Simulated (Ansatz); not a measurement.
Born–Oppenheimer molecular dynamics of AlF$_{2}$HO (5 atoms, charge 0, multiplicity 1). It starts from a relaxed structure.

Computed with RKS B3LYP-D4/def2-SVP (Ansatz 0.2.0).

```yaml
ensemble: NVE (velocity Verlet)
time_step: 1 fs
steps_asked: 300
starting_velocities_drawn_for: 300 K
seed: 990720
```

First frame:

```xyz
5
Properties=species:S:1:pos:R:3
O 0.007 1.227 -0.017
Al 0.180 -0.442 0.091
F 1.506 -1.060 0.853
F -0.926 -1.500 -0.534
H -0.717 1.701 -0.434
```

What does the run give?

All steps were run.

| Property | Result |
| --- | --- |
| steps done | 300 |
| time covered | 300 fs |
| mean temperature over the second half | 149 K |
| spread of the potential energy over the second half | 4.0 meV per atom |
| mean potential energy of the second half above the start | 12.1 meV per atom |

The conserved energy stayed within 0.78 meV per atom of its start (net change 0.5 meV per atom), so the integration is sound. The temperature averaged 0.50 of the 300 K drawn at the start: a run that starts near a minimum puts about half its kinetic energy into the potential. A run of 0.3 ps of so small a system gives no equilibrium averages.

What happens to the structure?

The same pairs are bonded in the first frame and the last. Pairs count as bonded within 1.25 times the sum of covalent radii (0.12 Å more for H–H). Another seed would give other details.

How do temperature and energy run in time?


```csv
time (fs),T (K),potential energy less start (eV),conserved less start (meV/atom)
0.0,300,0.000,0.00
15.0,174,0.052,0.58
30.0,92,0.083,0.35
45.0,84,0.085,0.20
60.0,122,0.073,0.72
75.0,194,0.041,0.06
90.0,135,0.067,0.59
105.0,140,0.064,0.46
120.0,235,0.025,0.01
135.0,185,0.048,0.72
150.0,165,0.053,0.10
165.0,53,0.098,0.43
180.0,69,0.093,0.62
195.0,195,0.041,0.05
210.0,204,0.041,0.69
225.0,207,0.036,0.11
240.0,170,0.052,0.25
255.0,120,0.073,0.64
270.0,169,0.051,0.11
285.0,89,0.084,0.48
300.0,95,0.082,0.50
```

Run time: 5.7 min on 1 thread of Arm Neoverse V1, on a shared host, peak memory 0.1 GiB.
